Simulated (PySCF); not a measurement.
Question: Write a Z-matrix for `Cl[SiH2][Se]C1C=C1` as optimised with PBE0-D3(BJ)/def2-SVP.

Answer: 
Z-matrix in Å and degrees, rows numbered from 1:
```
Cl
Si  1  2.0842
Se  2  2.2501  1  112.48
C   3  1.9860  2   94.52  1    68.37
C   4  1.4842  3  121.57  2   -67.59
C   5  1.2990  4   63.93  3  -105.07
H   2  1.4894  1  105.54  3   121.03
H   2  1.4875  1  107.71  3  -119.50
H   4  1.0987  3  109.40  2    83.33
H   5  1.0861  4  144.51  6   177.26
H   6  1.0865  4  144.94  5  -177.92
```

Of the pairs four or more bonds apart, Cl1···C5 is among the closest relative to their van der Waals radii: 3.53 Å, 102 % of the sum of Bondi's values. The C–C distances run from 1.299 Å (C5=C6, drawn double) to 1.484 Å (C4–C5, drawn single), a spread of 0.185 Å. The 3-membered ring C4–C5–C6 has internal angles of 52.0° to 64.1°. Si2 (chlorine-bound silicon) is distorted tetrahedral (angles from 105.5° to 112.5°).

Computed with PySCF, PBE0-D3(BJ)/def2-SVP geometry optimisation, gas phase.

Point group: C1 (no symmetry element, even within 0.4 Å). Stationary, but not proved a minimum. The numbers are those of one conformer (Cl1–Si2–Se3–C4 68°, Si2–Se3–C4–C5 -68°).

Hardware: one thread of an Arm Neoverse V1, on a shared host. That covers the optimisation of the geometry.
